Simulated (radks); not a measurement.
The numbers below are computed, except where a source is named.
Removal energies from neutral cadmium, [Kr] 4d10 5s2, by Delta-SCF beside the eigenvalue of the level emptied. Level of theory: scalar-relativistic Kohn-Sham, PBE, spin-polarised, spherical densities, finite nucleus; Fermi nuclear charge, rms radius of each element as measured or else 0.836 A^(1/3) + 0.57 fm (a radial shooting solver on a logarithmic mesh with Libxc functionals). Open shells are filled with parallel spins first.

removed from         final configuration  Delta-SCF (eV)  -eigenvalue (eV)
5s                         [Kr] 4d10 5s1           9.045             5.659
4d                          [Kr] 4d9 5s2          17.786            11.734
4p            [Ar] 3d10 4s2 4p5 4d10 5s2          73.918            66.968
4s            [Ar] 3d10 4s1 4p6 4d10 5s2          113.17            105.91
